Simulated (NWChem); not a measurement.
The numbers come from NWChem runs, not from measurements. System: H2AlClS2, charge 0, spin multiplicity 1, at a geometry optimised with PBE/def2-SVP. The structure started from a generated list of species. Level: B3LYP/def2-TZVP, VWN1-RPA local correlation.

Part of the output:

```
             Northwest Computational Chemistry Package (NWChem) 7.3.0
             --------------------------------------------------------

                                NWChem Input Module
                                -------------------

 Scaling coordinates for geometry "geometry" by  1.889725989
 (inverse scale =  0.529177249)

 Turning off AUTOSYM since
 SYMMETRY directive was detected!

                             Geometry "geometry" -> ""
                             -------------------------

 Output coordinates in angstroms (scale by  1.889725989 to convert to a.u.)

  No.       Tag          Charge          X              Y              Z
 ---- ---------------- ---------- -------------- -------------- --------------
    1 Al                  13.0000     0.00000000     0.00000000    -0.00872100
    2 Cl                  17.0000     0.00000000     0.00000000    -2.11744600
    3 S                   16.0000     1.95326000     0.00000000     0.98824900
    4 H                    1.0000     1.41952200     0.00000000     2.24300100
    5 S                   16.0000    -1.95326000     0.00000000     0.98824900
    6 H                    1.0000    -1.41952200     0.00000000     2.24300100

 Effective nuclear repulsion energy (a.u.)     295.3865292345

            Nuclear Dipole moment (a.u.)
            ----------------------------
        X                 Y               Z
 ---------------- ---------------- ----------------
    -0.0000000000     0.0000000000     0.0000283459

      Symmetry information
      --------------------

 Group name             C2v
 Group number             16
 Group order               4
 No. of unique centers     4

      Symmetry unique atoms

     1    2    3    4


 Summary of "ao basis" -> "" (spherical)
 ------------------------------------------------------------------------------
       Tag                 Description            Shells   Functions and Types
 ---------------- ------------------------------  ------  ---------------------
 *                         def2-tzvp                  on all atoms

                                 NWChem DFT Module
                                 -----------------

 Summary of "ao basis" -> "ao basis" (spherical)
 ------------------------------------------------------------------------------
       Tag                 Description            Shells   Functions and Types
 ---------------- ------------------------------  ------  ---------------------
[...]
 Vector   31  Occ=2.000000D+00  E=-2.963637D-01  Symmetry=b2
              MO Center= -2.2D-13, -6.1D-16,  7.4D-01, r^2= 5.1D+00
   Bfn.  Coefficient  Atom+Function         Bfn.  Coefficient  Atom+Function
  ----- ------------  ---------------      ----- ------------  ---------------
    90      0.329155  3 S  py               133      0.329155  5 S  py
    93      0.226644  3 S  py               136      0.226644  5 S  py
    87      0.153197  3 S  py               130      0.153197  5 S  py
    53     -0.147341  2 Cl py                16      0.130318  1 Al py
    81     -0.126734  3 S  py               124     -0.126734  5 S  py

 Vector   32  Occ=2.000000D+00  E=-2.815223D-01  Symmetry=a2
              MO Center=  2.4D-13, -3.5D-16,  9.7D-01, r^2= 5.1D+00
   Bfn.  Coefficient  Atom+Function         Bfn.  Coefficient  Atom+Function
  ----- ------------  ---------------      ----- ------------  ---------------
    90      0.360391  3 S  py               133     -0.360391  5 S  py
    93      0.265050  3 S  py               136     -0.265050  5 S  py
    87      0.169628  3 S  py               130     -0.169628  5 S  py
    81     -0.139058  3 S  py               124      0.139058  5 S  py
    84     -0.062573  3 S  py               127      0.062573  5 S  py

 Vector   33  Occ=0.000000D+00  E=-4.414819D-02  Symmetry=a1
              MO Center=  4.2D-15, -1.2D-15,  3.0D-01, r^2= 5.5D+00
   Bfn.  Coefficient  Atom+Function         Bfn.  Coefficient  Atom+Function
  ----- ------------  ---------------      ----- ------------  ---------------
     5      1.249635  1 Al s                  4      0.459131  1 Al s
    79     -0.424807  3 S  s                122     -0.424807  5 S  s
    92      0.343350  3 S  px               135     -0.343350  5 S  px
    57     -0.249849  2 Cl pz                 3     -0.243719  1 Al s
    42     -0.227833  2 Cl s                 89      0.192380  3 S  px

 Vector   34  Occ=0.000000D+00  E=-3.736695D-02  Symmetry=b2
              MO Center= -1.6D-14,  5.7D-13,  7.5D-02, r^2= 4.6D+00
   Bfn.  Coefficient  Atom+Function         Bfn.  Coefficient  Atom+Function
  ----- ------------  ---------------      ----- ------------  ---------------
    19      0.719884  1 Al py                16      0.508127  1 Al py
    93     -0.274164  3 S  py               136     -0.274164  5 S  py
    56     -0.218401  2 Cl py                90     -0.156323  3 S  py
   133     -0.156323  5 S  py                53     -0.135999  2 Cl py
     7     -0.111181  1 Al py                10     -0.094283  1 Al py

 Vector   35  Occ=0.000000D+00  E=-2.420576D-02  Symmetry=a1
              MO Center= -1.9D-13, -5.8D-13,  1.5D+00, r^2= 5.9D+00
   Bfn.  Coefficient  Atom+Function         Bfn.  Coefficient  Atom+Function
  ----- ------------  ---------------      ----- ------------  ---------------
   114      0.928909  4 H  s                157      0.928909  6 H  s
    94     -0.544916  3 S  pz               137     -0.544916  5 S  pz
    79     -0.447418  3 S  s                122     -0.447418  5 S  s
    20     -0.312462  1 Al pz                 4     -0.272366  1 Al s
    91     -0.200889  3 S  pz               134     -0.200889  5 S  pz

 center of mass
 --------------
 x =   0.00000000 y =   0.00000000 z =  -0.09700688

 moments of inertia (a.u.)
 ------------------
         817.922058011225           0.000000000000          -0.000000000000
           0.000000000000        1703.627708153966           0.000000000000
          -0.000000000000           0.000000000000         885.705650142741

     Multipole analysis of the density
     ---------------------------------

     L   x y z        total         alpha         beta         nuclear
     -   - - -        -----         -----         ----         -------
     0   0 0 0      0.000000    -32.000000    -32.000000     64.000000

     1   1 0 0     -0.000000     -0.000000     -0.000000     -0.000000
     1   0 1 0     -0.000000     -0.000000     -0.000000      0.000000
     1   0 0 1      0.840485      0.420228      0.420228      0.000028

     2   2 0 0    -42.924543   -246.648719   -246.648719    450.372895
     2   1 1 0      0.000000      0.000000      0.000000      0.000000
     2   1 0 1      0.000000      0.000000      0.000000     -0.000000
     2   0 2 0    -39.088175    -19.544088    -19.544088      0.000000
     2   0 1 1     -0.000000     -0.000000     -0.000000      0.000000
     2   0 0 2    -36.720066   -228.224821   -228.224821    419.729576

 Task  times  cpu:        6.7s     wall:        6.7s

 Total times  cpu:        6.7s     wall:        6.7s
```

Task: Write an NWChem input that would produce this output.

Result: This is not unique; one that fits is 
```
start mol
memory heap 200 mb stack 800 mb global 1000 mb
geometry units angstroms nocenter noautoz
  Al     0.000000     0.000000    -0.008721
  Cl     0.000000     0.000000    -2.117446
  S      1.953260     0.000000     0.988249
  H      1.419522     0.000000     2.243001
  S     -1.953260     0.000000     0.988249
  H     -1.419522     0.000000     2.243001
  symmetry group C2v
end
basis spherical
  * library def2-tzvp
end
dft
  xc b3lyp
  semidirect memsize 60000000 filesize 0
  iterations 100
end
task dft energy
```
